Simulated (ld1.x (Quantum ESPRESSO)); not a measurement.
**Which change was made? (I, TM)**

| Quantity | Value |
| --- | --- |
| Element | I |
| Generator | ld1.x (Quantum ESPRESSO) 7.5 |
| Type | norm-conserving Troullier–Martins (Kleinman–Bylander form) |
| Functional | PBEsol |
| Relativity | scalar-relativistic |
| Frozen core | [Kr] 4d10 |
| Valence charge | 7 |
| Reference configuration | 5s2 5p4 (charge +1) |
| Partial waves | 5p (bound): rc 1.00 bohr; 5s (bound): rc 1.30 bohr |
| Local potential | the s channel |
| Core correction | none |

Cutoffs, loose and tight: the cutoffs (Ry, on a coarse ladder) from which the occupation-weighted sum of valence levels, in a spherical-Bessel basis at the reference potential, stays within 10 and 1 mRy of its value at 400 Ry. They do not see the model core or the augmentation charge, which bear on the density cutoff. Test errors are all-electron minus pseudo excitation energies from the reference, over the configurations 5s2 5p5; 5s2 5p3; 5s2 5p2; 5s2 5p1; 5s2 5p4.5; 5s2 5p5.3; 5s1 5p6; variants that change the core or the reference have their own tests. The largest error is taken over the tests solved by every variant that gives reliable tests at all, those not shown here included: 5s2 5p1; 5s2 5p2; 5s2 5p3.

The base gives: outcome: generated; bound ghosts: not determined; largest test error (meV): -446.

(1) After one change the result is: outcome: generated, misses its reference levels by 0.18 eV; bound ghosts: not determined; largest test error (meV): -996. Which change was it?
A. core correction a·sin(br)/r model core inside 1.20 bohr
B. core correction a·sin(br)/r model core inside 0.72 bohr
C. core correction a·sin(br)/r model core inside 1.08 bohr
D. core correction a·sin(br)/r model core inside 0.40 bohr

Results:

(1) C. The others give: core correction a·sin(br)/r model core inside 0.72 bohr → outcome: generated, misses its reference levels by 0.22 eV; bound ghosts: not determined; largest test error (meV): -1107 | core correction a·sin(br)/r model core inside 1.20 bohr → outcome: generated, misses its reference levels by 0.15 eV; bound ghosts: not determined; largest test error (meV): -894 | core correction a·sin(br)/r model core inside 0.40 bohr → outcome: generated, misses its reference levels by 0.29 eV; bound ghosts: not determined; largest test error (meV): -1438.
